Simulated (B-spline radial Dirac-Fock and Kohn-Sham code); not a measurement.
Core-level shifts of holmium with charge state

Calculated with a radial finite-basis atomic code, using Dirac-Fock (average of configuration) total-energy differences with a finite nucleus, the Breit interaction including its frequency dependence, and self-energy and vacuum-polarisation corrections. Each ion is free and in its tabulated ground configuration. Correlation and solid-state effects are left out.

Reference: Ho⁵²⁺, [Ne] 3s2 3p3, with K (1s) 59454.9 eV, L1 (2s) 13051.7 eV, L3 (2p3/2) 11739.0 eV, M1 (3s) 5178.7 eV, Lℓ (L3-M1) 6560.3 eV. Shifts from it, in eV (a dash: the subshell is empty, belongs to an open shell averaged over j, or its hole state is left out as unreliable):

```tsv
ion	configuration	K (1s)	L1 (2s)	L3 (2p3/2)	M1 (3s)	Lℓ
Ho⁵³⁺	[Ne] 3s2 3p2	?	?	?	?	?
Ho⁵⁴⁺	[Ne] 3s2 3p1	+355.7	+299.6	+302.4	+209.0	+93.36
Ho⁵⁵⁺	[Ne] 3s2	+536.5	+451.4	+455.7	+314.7	+140.96
Ho⁵⁶⁺	[Ne] 3s1	–	–	+605.6	+432.4	+173.15
```

Q: Give the missing shifts for Ho⁵³⁺.

A: K (1s) +176.9, L1 (2s) +149.1, L3 (2p3/2) +150.5, M1 (3s) +104.1, Lℓ +46.38 (eV).
